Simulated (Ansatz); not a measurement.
`ClC[SiH2][SnH3]` + H₂ → `[SiH3][SnH3]` + `CCl`  (hydrogenolysis of the Si–C bond)

Program: Ansatz. Geometries: PBE0-D4/def2-TZVP. ΔE: electronic, gas phase. CBS: MP2 limit from def2 TZ/QZ plus the TZ coupled-cluster correction, frozen cores. This one scheme is used for every species. Functionals use def2-TZVPP. B3LYP here is the variant with VWN-RPA as its local correlation; programs differ in this. HSE06 is defined as in plane-wave codes. def2 core potentials past Kr. For Sn outer-core shells are correlated without core-valence functions, which leaves a few kJ/mol of doubt a bond. Each species was taken in one conformer, which may not be the lowest.

| level | ΔE (kJ/mol) | difference from CCSD(T)/CBS |
| --- | --- | --- |
| LDA (SPW92) | -27.3 | 0.0 |
| PBE-D4 | -26.6 | 0.7 |
| revPBE-D4 | -22.0 | 5.3 |
| BLYP-D4 | -26.5 | 0.8 |
| r2SCAN-D4 | -29.3 | -2.0 |
| PBE0-D4 | -31.1 | -3.8 |
| B3LYP-D4 | -31.1 | -3.8 |
| r2SCANh-D4 | -30.6 | -3.3 |
| r2SCAN0-D4 | -32.6 | -5.3 |
| BHLYP-D4 | -35.4 | -8.1 |
| CAM-B3LYP-D4 | -35.8 | -8.5 |
| ωB97X-V | -33.0 | -5.7 |
| B2PLYP | -38.3 | -11.0 |
| PBE-QIDH | -33.7 | -6.4 |
| PBE | -35.9 | -8.6 |
| revPBE | -40.6 | -13.3 |
| BLYP | -45.1 | -17.8 |
| r2SCAN | -31.7 | -4.4 |
| PBE0 | -39.4 | -12.1 |
| B3LYP | -46.1 | -18.8 |
| r2SCANh | -33.3 | -6.0 |
| r2SCAN0 | -35.6 | -8.3 |
| HSE06 | -39.2 | -11.9 |
| BHLYP | -49.3 | -22.0 |
| CAM-B3LYP | -44.7 | -17.4 |
| LC-ωPBE | -39.4 | -12.1 |
| RPA@PBE/def2-TZVPP | -32.8 | -5.5 |
| HF/def2-SVP | -62.7 | -35.4 |
| MP2/def2-SVP | -32.8 | -5.5 |
| CCSD/def2-SVP | -43.4 | -16.1 |
| HF/def2-TZVPP | -61.3 | -34.0 |
| MP2/def2-TZVPP | -24.1 | 3.2 |
| CCSD/def2-TZVPP | -37.5 | -10.2 |
| CCSD(T)/def2-TZVPP | -31.7 | -4.4 |
| HF/def2-QZVPP | -61.4 | -34.1 |
| MP2/def2-QZVPP | -21.6 | 5.7 |
| SCS-MP2/def2-QZVPP | -29.6 | -2.3 |
| HF/CBS(def2) | -61.5 | -34.2 |
| MP2/CBS(def2) | -19.7 | 7.6 |
| CCSD/CBS(def2) | -33.1 | -5.8 |
| CCSD(T)/CBS | -27.3 | 0 |

Problem. What do rigid-rotor, harmonic-oscillator terms from PBE0-D4/def2-TZVP frequencies (298.15 K, 1 bar) make of the CCSD(T)/CBS value? (Estimate.)

Solution. The calculation gave: ΔZPE = +16.8 kJ/mol, ΔH = -15.0 kJ/mol, ΔS = 25 J/(mol·K), ΔG = -22.5 kJ/mol. Modes under 50 cm⁻¹ make the entropy rough.

Largest T1 diagnostic among the species: 0.013.

From PBE to PBE0 (25 % exact exchange), in def2-TZVPP and without D4, ΔE moves by −3.5 kJ/mol. In def2-TZVPP, CCSD(T) changes the Hartree–Fock value by +29.5 kJ/mol (the triples alone add +5.8 kJ/mol) and MP2 by +37.2 kJ/mol. The D4 term adds +15.1 kJ/mol with B3LYP and +8.3 kJ/mol with PBE0; it sums over pairs of atoms, weighted by their polarisabilities, and B3LYP, whose exchange is more repulsive, gets the larger term.
